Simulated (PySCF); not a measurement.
## Se¹³⁺: ionisation energy

Se¹³⁺ [Ar] 3d3 (4F) → Se¹⁴⁺ [Ar] 3d2 (3F), as a difference of total energies. Calculation: PySCF 2.14, in an uncontracted even-tempered set (19 s from 0.81 bohr⁻², ratio 2.5; 13 p from 1.1 bohr⁻², ratio 2.5; 9 d from 1.1 bohr⁻², ratio 2.5; 4 f from 4.5 bohr⁻², ratio 2.7; 4 g from 6.7 bohr⁻², ratio 2.7); scalar relativity by spin-free X2C-1e. Correlated levels: outer shells: [Ne] frozen; virtual orbitals above 40 to 60 times the deepest correlated orbital energy dropped. The calculations carry no spin-orbit coupling.

| method | ionisation energy (eV) |
| --- | --- |
| UHF | 426.92 |
| PBE | 427.64 |
| PBE0 | 427.84 |
| r2SCAN | 428.39 |
| MP2 (outer shells) | 427.54 |

Estimate what LDA gives.

427.96 eV, closest to PBE0 among the rows shown.

Estimate what SCS-MP2 (outer shells) gives.

427.29 eV, closest to MP2 (outer shells) among the rows shown.

A first-order spin-orbit estimate (lowest level to lowest level, LS coupling) adds -0.054 eV.

Breit and QED terms and the two-electron picture change are absent.

For comparison: 426 ± 3 eV (theoretical estimate listed by NIST; NIST Atomic Spectra Database, ionization energies).
